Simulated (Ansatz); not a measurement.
```yaml
crystal:
  periodic: [false, false, false]
  atoms:
    - {symbol: In, position_ang: [0.034266, -0.039506, -1.672147]}
    - {symbol: P, position_ang: [-0.027050, 0.025365, 1.156326]}
    - {symbol: F, position_ang: [-1.430327, 0.114460, 1.894780]}
    - {symbol: F, position_ang: [0.717166, 1.215219, 1.899415]}
    - {symbol: F, position_ang: [0.595973, -1.193866, 1.960819]}
    - {symbol: H, position_ang: [1.764835, -0.092922, -1.703658]}
    - {symbol: H, position_ang: [-0.781391, 1.482876, -1.794123]}
    - {symbol: H, position_ang: [-0.873472, -1.511627, -1.741412]}
basis:
  gaussian: {orbitals: def2-mTZVPP}
total_charge: 1
magnetization: {spin_polarized: true, initial_magnetization: 1}
hamiltonian: {xc: {name: PBE}, pseudopotentials: {relativity: none}}
scf: {omitted_lower_state_checks: [starts]}
output: {forces: true}
```

```sh
$ ansatz run in.yaml --threads 4 --pin off --events-out ev --progress --plain --max-ram 3916MiB
```

Shortened log:

```
Functional definition: PBE
1241 factors; their error is unknown
mean field evaluation 1: about -22631.8026 eV, gradient 6.9e1 eV
mean field evaluation 2: about -22448.5486 eV, gradient 2.1e2 eV
mean field evaluation 4: about -22642.3693 eV, gradient 1.7e1 eV
mean field evaluation 8: about -22644.8929 eV, gradient 5.6e0 eV
mean field evaluation 16: about -22645.2570 eV, gradient 1.2e-2 eV
mean field -22645.25696930 eV, -832.1978441152 hartree, gradient 1.3e-5 eV, S^2 0.757689; 0 other end points of the search recorded, 0 dependent functions left out
reference -22645.25702499 eV, -832.1978461617 hartree; 33, 32 occupied and 117, 118 virtual orbitals, 1241 factors
Total energy: -22645.25702499 eV, -832.1978461617 hartree
Atom 0 at     0.034266    -0.039506    -1.672147 Å, force     0.919327     1.508815     0.264543 eV/Å
Atom 1 at    -0.027050     0.025365     1.156326 Å, force     0.095700     0.261114     1.905533 eV/Å
Atom 2 at    -1.430327     0.114460     1.894780 Å, force     0.071742    -0.040597    -0.543678 eV/Å
Atom 3 at     0.717166     1.215219     1.899415 Å, force    -0.053574    -0.108972    -0.559804 eV/Å
Atom 4 at     0.595973    -1.193866     1.960819 Å, force    -0.037692     0.022649    -0.541264 eV/Å
Atom 5 at     1.764835    -0.092922    -1.703658 Å, force     0.292786    -0.762088    -0.053190 eV/Å
Atom 6 at    -0.781391     1.482876    -1.794123 Å, force    -0.807881    -0.079644    -0.094890 eV/Å
Atom 7 at    -0.873472    -1.511627    -1.741412 Å, force    -0.480408    -0.801277    -0.377250 eV/Å
Dipole moment:    -0.082830    -0.183112    -0.876052 e Å
Checks for a lower state left out: starts
```

Run time 9.5 s (4 threads of Intel Xeon on a shared host).

In the def2 sets In takes a core potential; there is no spin–orbit coupling.

The dipole of an ion depends on the origin.
